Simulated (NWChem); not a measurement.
The numbers come from NWChem runs, not from measurements. System: H$_{4}$HfO$_{2}$, charge 0, spin multiplicity 1, at a geometry optimised with B3LYP/def2-SVP with def2 effective core potentials on Hf. The structure started from a generated list of species. Level: G0W0@PBE/def2-TZVPP with def2 effective core potentials on Hf, RI basis def2-tzvpp-rifit, no spin-orbit coupling.

Output (cleaned and shortened):

```
             Northwest Computational Chemistry Package (NWChem) 7.3.0
             --------------------------------------------------------

                                NWChem Input Module
                                -------------------

 Scaling coordinates for geometry "geometry" by  1.889725989
 (inverse scale =  0.529177249)

 Turning off AUTOSYM since
 SYMMETRY directive was detected!

                             Geometry "geometry" -> ""
                             -------------------------

 Output coordinates in angstroms (scale by  1.889725989 to convert to a.u.)

  No.       Tag          Charge          X              Y              Z
 ---- ---------------- ---------- -------------- -------------- --------------
    1 Hf                  72.0000     0.00000000     0.00000000    -0.18311200
    2 O                    8.0000     1.64987300     0.00000000     0.80055700
    3 H                    1.0000     2.34442500     0.00000000     1.46183900
    4 O                    8.0000    -1.64987300     0.00000000     0.80055700
    5 H                    1.0000    -2.34442500     0.00000000     1.46183900
    6 H                    1.0000     0.00000000    -1.51323600    -1.27425800
    7 H                    1.0000     0.00000000     1.51323600    -1.27425800

 Effective nuclear repulsion energy (a.u.)     412.3783195469

            Nuclear Dipole moment (a.u.)
            ----------------------------
        X                 Y               Z
 ---------------- ---------------- ----------------
     0.0000000000     0.0000000000     0.0000188973

      Symmetry information
      --------------------

 Group name             C2v
 Group number             16
 Group order               4
 No. of unique centers     4

      Symmetry unique atoms

     1    2    3    6


 Summary of "ao basis" -> "" (spherical)
 ------------------------------------------------------------------------------
       Tag                 Description            Shells   Functions and Types
 ---------------- ------------------------------  ------  ---------------------
 *                         def2-tzvpp                 on all atoms

 Summary of "ri basis" -> "" (spherical)
 ------------------------------------------------------------------------------
       Tag                 Description            Shells   Functions and Types
 ---------------- ------------------------------  ------  ---------------------
 *                      def2-tzvpp-rifit              on all atoms

  pbe96 is a nonlocal functional; adding pw91lda local functional.

                                 NWChem DFT Module
                                 -----------------

 Summary of "ao basis" -> "ao basis" (spherical)
 ------------------------------------------------------------------------------
       Tag                 Description            Shells   Functions and Types
 ---------------- ------------------------------  ------  ---------------------
 Hf                        def2-tzvpp               16       56   6s4p3d2f1g
 O                         def2-tzvpp               11       31   5s3p2d1f
 H                         def2-tzvpp                6       14   3s2p1d

 Summary of "ao basis" -> "ao basis" (spherical)
 ------------------------------------------------------------------------------
       Tag                 Description            Shells   Functions and Types
 ---------------- ------------------------------  ------  ---------------------
 Hf                        def2-tzvpp               16       56   6s4p3d2f1g
 O                         def2-tzvpp               11       31   5s3p2d1f
 H                         def2-tzvpp                6       14   3s2p1d

      Symmetry analysis of basis
      --------------------------

        a1         64
        a2         25
        b1         48
        b2         37

            General Information
            -------------------
          SCF calculation type: DFT
          Wavefunction type:  closed shell.
          No. of atoms     :     7
          No. of electrons :    32
           Alpha electrons :    16
            Beta electrons :    16
          Charge           :     0
          Spin multiplicity:     1
[...]
   Bfn.  Coefficient  Atom+Function         Bfn.  Coefficient  Atom+Function
  ----- ------------  ---------------      ----- ------------  ---------------
    64      0.259093  2 O  pz               109     -0.259093  4 O  pz
    67      0.208074  2 O  pz               112     -0.208074  4 O  pz
    62     -0.192468  2 O  px               107     -0.192468  4 O  px
    65     -0.162012  2 O  px               110     -0.162012  4 O  px
    70      0.149489  2 O  pz               115     -0.149489  4 O  pz

 Vector   15  Occ=2.000000D+00  E=-2.590633D-01  Symmetry=a1
              MO Center= -3.8D-14, -4.8D-13, -9.5D-01, r^2= 3.1D+00
   Bfn.  Coefficient  Atom+Function         Bfn.  Coefficient  Atom+Function
  ----- ------------  ---------------      ----- ------------  ---------------
     5      0.397759  1 Hf s                  3     -0.233366  1 Hf s
   148      0.198083  6 H  s                162      0.198083  7 H  s
     4     -0.177908  1 Hf s                 23     -0.167648  1 Hf d  2
   149      0.142435  6 H  s                163      0.142435  7 H  s
    12      0.133463  1 Hf pz                 2      0.130675  1 Hf s

 Vector   16  Occ=2.000000D+00  E=-2.322473D-01  Symmetry=b2
              MO Center=  8.2D-14,  5.1D-13, -1.0D+00, r^2= 3.0D+00
   Bfn.  Coefficient  Atom+Function         Bfn.  Coefficient  Atom+Function
  ----- ------------  ---------------      ----- ------------  ---------------
    20      0.235788  1 Hf d -1             148      0.235553  6 H  s
   162     -0.235553  7 H  s                149      0.179423  6 H  s
   163     -0.179423  7 H  s                 25      0.178070  1 Hf d -1
    11      0.175505  1 Hf py                17     -0.137894  1 Hf py
   147      0.134226  6 H  s                161     -0.134226  7 H  s

 Vector   17  Occ=0.000000D+00  E=-7.090460D-02  Symmetry=a1
              MO Center= -1.2D-14,  7.7D-15, -6.2D-01, r^2= 2.5D+00
   Bfn.  Coefficient  Atom+Function         Bfn.  Coefficient  Atom+Function
  ----- ------------  ---------------      ----- ------------  ---------------
    21      0.429246  1 Hf d  0              18     -0.344084  1 Hf pz
    26      0.328051  1 Hf d  0              31      0.237715  1 Hf d  0
    23      0.226743  1 Hf d  2              28      0.132185  1 Hf d  2
    33      0.131688  1 Hf d  2              12      0.119153  1 Hf pz
     5     -0.089172  1 Hf s                  6      0.070400  1 Hf s

 Vector   18  Occ=0.000000D+00  E=-3.614071D-02  Symmetry=a2
              MO Center=  4.4D-15,  6.7D-14, -1.5D-01, r^2= 2.3D+00
   Bfn.  Coefficient  Atom+Function         Bfn.  Coefficient  Atom+Function
  ----- ------------  ---------------      ----- ------------  ---------------
    19      0.537775  1 Hf d -2              24      0.424271  1 Hf d -2
    29      0.288102  1 Hf d -2              69     -0.182889  2 O  py
   114      0.182889  4 O  py                63     -0.154400  2 O  py
   108      0.154400  4 O  py                66     -0.115804  2 O  py
   111      0.115804  4 O  py               153     -0.026692  6 H  px

 Vector   19  Occ=0.000000D+00  E=-2.712208D-02  Symmetry=b1
              MO Center= -3.4D-15, -6.9D-14, -5.5D-01, r^2= 3.8D+00
   Bfn.  Coefficient  Atom+Function         Bfn.  Coefficient  Atom+Function
  ----- ------------  ---------------      ----- ------------  ---------------
    16      0.668201  1 Hf px                22      0.419813  1 Hf d  1
    27      0.278176  1 Hf d  1              90     -0.251235  3 H  s
   135      0.251235  5 H  s                 32      0.226981  1 Hf d  1
    10     -0.188463  1 Hf px                70      0.167152  2 O  pz
   115     -0.167152  4 O  pz                61      0.144432  2 O  s

 center of mass
 --------------
 x =  -0.00000000 y =   0.00000000 z =  -0.06092337

 moments of inertia (a.u.)
 ------------------
         137.511052118966           0.000000000000           0.000000000000
           0.000000000000         471.555372075794           0.000000000000
           0.000000000000           0.000000000000         367.009550654620

     Multipole analysis of the density
     ---------------------------------

     L   x y z        total         alpha         beta         nuclear
     -   - - -        -----         -----         ----         -------
     0   0 0 0      0.000000    -16.000000    -16.000000     32.000000

     1   1 0 0     -0.000000     -0.000000     -0.000000      0.000000
     1   0 1 0     -0.000000     -0.000000     -0.000000      0.000000
     1   0 0 1      1.267627     -9.747141     -9.747141     20.761909

     2   2 0 0    -22.451107   -108.619105   -108.619105    194.787102
     2   1 1 0     -0.000000     -0.000000     -0.000000      0.000000
     2   1 0 1     -0.000000     -0.000000     -0.000000      0.000000
     2   0 2 0    -31.158454    -23.756547    -23.756547     16.354640
     2   0 1 1     -0.000000     -0.000000     -0.000000      0.000000
     2   0 0 2    -25.500354    -45.207648    -45.207648     64.914941

 Task  times  cpu:       17.0s     wall:       17.0s

                                NWChem Input Module
                                -------------------

                                 NWChem GW Module
                                 ----------------

                             ***********************
                             ***        GW       ***
                             ***********************

 Summary of "ri basis" -> "ri basis" (spherical)
 ------------------------------------------------------------------------------
       Tag                 Description            Shells   Functions and Types
 ---------------- ------------------------------  ------  ---------------------
 Hf                     def2-tzvpp-rifit            36      184   8s8p7d5f4g3h1i
 O                      def2-tzvpp-rifit            22       76   8s6p4d3f1g
 H                      def2-tzvpp-rifit            10       30   4s3p2d1f

                 Memory Information
                 ------------------
          Available GA per process is          1699.8 MBs
          Available stack per process is        700.0 MBs
          Available heap per process is           0.1 MBs

          Peak memory in Initialization
              Peak GA per process is                 12.8 MBs
              Peak stack per process is               0.4 MBs
              Peak heap per process is               13.4 MBs
              Memory not in MA per process            0.0 MBs

          Peak memory in CDGW Calculation
              Peak GA per process is                 16.2 MBs
              Peak stack per process is               3.2 MBs
              Peak heap per process is                3.5 MBs
              Memory not in MA per process            0.0 MBs

          Computing 2-center integrals
          Computing Inverse Cholesky factor
          Computing 3-center integrals
          Computing Vxc

          Computing Sigma_x
          Computing W(iw) on the imaginary grid
          Solving quasiparticle equations

                  Alpha Orbitals
          State     Energy (eV)     Error (eV)
          -----------------------------------
@GW        13        -11.124           0.002
@GW        14        -11.117           0.002
@GW        15        -10.106           0.002
@GW        16         -9.421           0.002
@GW        17          1.034           0.002
@GW        18          2.198           0.002

     GW Timing Statistics
   ------------------------
   Init.   :          0.2s
     ERIs  :          2.0s
     Distr.:          0.0s
     Vxc   :          0.2s
   Vmo     :          0.0s
   iW      :          3.2s
   I_n     :          0.0s
   R_n     :          0.6s
   GW total:          6.3s

 Task  times  cpu:        6.3s     wall:        6.3s

 Total times  cpu:       23.3s     wall:       23.3s
```

Write an NWChem input that would produce this output.

This is not unique; one that fits is 
```
start mol
memory heap 200 mb stack 700 mb global 1700 mb
geometry units angstroms nocenter noautoz
  Hf     0.000000     0.000000    -0.183112
  O      1.649873     0.000000     0.800557
  H      2.344425     0.000000     1.461839
  O     -1.649873     0.000000     0.800557
  H     -2.344425     0.000000     1.461839
  H      0.000000    -1.513236    -1.274258
  H      0.000000     1.513236    -1.274258
  symmetry group C2v
end
basis spherical
  * library def2-tzvpp
end
ecp
  Hf library def2-ecp
end
basis "ri basis" bse spherical
  * library def2-tzvpp-rifit
end
dft
  xc xpbe96 cpbe96
  iterations 100
  direct
  tolerances tight
end
task dft energy
gw
  method cdgw
  states alpha occ 4 vir 2
end
task dft gw
```
